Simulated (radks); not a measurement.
Values are calculated unless marked as measured or tabulated.
These are the eigenvalues of the occupied orbitals of an atom or ion with whole-number occupations (eV). Code: a radial shooting solver on a logarithmic mesh with Libxc functionals. Model: scalar-relativistic Kohn-Sham, PBEsol, spin-polarised, spherical densities, point nucleus.

1s up: -307.1492

Which element is it, and in what charge state? The configuration may be excited. Open shells, if any, are filled with parallel spins first.

Answer. Z = 5, boron, charge +4: B4+ in 1s1. The 1s level, -11.288 hartree, gives Z - s = 4.8 by -(Z - s)^2/2, which with screening and relativity narrows Z to a few neighbours, and with so few levels the electron count can be read from the list.
